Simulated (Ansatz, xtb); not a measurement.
# Two isomers of C6H8NO+

Structure I is `COc1ccc[nH+]c1`, a singlet and structure II is `c1c[n+]2c(o1)CCC2`, a singlet. Both are isolated ions in the gas phase, relaxed with PBE-D3(BJ)/def2-SVP; the shapes shown needn't be the lowest conformers.

I (Å):

```csv
atom,x (Å),y (Å),z (Å)
C,1.5802,-3.1341,1.1932
C,1.4014,-1.2903,-0.3189
C,1.2007,-0.3182,0.6955
C,1.0258,1.0272,0.3473
C,1.0478,1.4165,-0.9917
C,1.4161,-0.8497,-1.6620
N,1.2420,0.4593,-1.9338
O,1.5799,-2.5922,-0.1380
H,0.6031,-2.9594,1.6892
H,1.7450,-4.2184,1.0731
H,2.4037,-2.6977,1.7955
H,1.1812,-0.6117,1.7541
H,0.8696,1.7888,1.1242
H,0.9183,2.4490,-1.3409
H,1.2582,0.7457,-2.9216
H,1.5661,-1.5451,-2.4991
```

II (Å):

```tsv
atom	x (Å)	y (Å)	z (Å)
C	-0.2951	-2.2747	1.1299
C	-0.3376	-1.9639	-0.2016
C	1.3984	-0.9666	0.7441
C	2.6243	-0.1425	0.6528
C	2.4492	0.4629	-0.7764
C	1.4252	-0.4363	-1.5281
N	0.7525	-1.1242	-0.4080
O	0.7970	-1.6449	1.7032
H	-0.9209	-2.8795	1.7937
H	-1.0404	-2.2587	-0.9878
H	2.6908	0.6166	1.4569
H	3.5211	-0.7940	0.7487
H	3.4085	0.5245	-1.3205
H	2.0482	1.4913	-0.6937
H	0.6894	0.1325	-2.1268
H	1.8969	-1.2017	-2.1775
```

Quicker runs give these differences E(II) − E(I): GFN2-xTB −0.740 eV; HF/STO-3G −1.325 eV (at GFN2-xTB geometries); r2SCAN-D4/def2-SVP +0.269 eV (at GFN2-xTB geometries).

Q: Estimate which is lower in electronic energy at CCSD(T)/def2-SVP + ΔMP2/def2-TZVPP, and by roughly how much.

A: The CCSD(T)/def2-SVP + ΔMP2/def2-TZVPP calculation puts structure I lower, by 0.100 eV.

How the difference moves with the method:

| level | geometry | E(II) − E(I) (eV) | departure from the last row (eV) | job, with rough time for the two |
| --- | --- | --- | --- | --- |
| GFN2-xTB | GFN2-xTB | −0.740 | −0.840 | optimisation, 0.29 s |
| HF/STO-3G | GFN2-xTB | −1.325 | −1.425 | single point, 1 s |
| r2SCAN-D4/def2-SVP | GFN2-xTB | +0.269 | +0.168 | single point, 6.2 s |
| PBE-D3(BJ)/def2-SVP | PBE-D3(BJ)/def2-SVP | +0.226 | +0.126 | optimisation, 42 s |
| HF/def2-SVP | PBE-D3(BJ)/def2-SVP | +0.206 | +0.106 | part of the CCSD(T) run |
| MP2/def2-SVP | PBE-D3(BJ)/def2-SVP | +0.134 | +0.033 | part of the CCSD(T) run |
| CCSD(T)/def2-SVP | PBE-D3(BJ)/def2-SVP | +0.061 | −0.039 | single point |
| CCSD(T)/def2-SVP + ΔMP2/def2-TZVPP | PBE-D3(BJ)/def2-SVP | +0.100 |  | single point, 3.2 min |

As drawn, II has 2 C∷O, 3 C–C, 1 C–N, 1 C–H in place of 2 C–O, 3 C∷C, 1 N–H (∷ is an aromatic bond). Structure I has a 6-membered ring (with an aromatic ring), II 2 5-membered rings (with an aromatic ring).

GFN2-xTB, HF/STO-3G put the two in the other order. The largest departure from CCSD(T)/def2-SVP + ΔMP2/def2-TZVPP is that of HF/STO-3G, 1.425 eV. The last row adds to CCSD(T) the change of the MP2 difference between the two basis sets, here +0.039 eV.

With thermal terms from frequencies at re-optimised GFN2-xTB minima (ideal gas, soft modes damped towards free rotors, one conformer each, 298.15 K, 1 atm): on the last row, ΔE + ΔZPE = +0.169, ΔH = +0.143, ΔG = +0.191 eV.

The correlated steps freeze 8 core orbitals. Programs: Ansatz 0.2.0, xtb 6.7.1; the last row on 2 threads of Intel(R) Xeon(R) Processor @ 2.70GHz on a shared host.
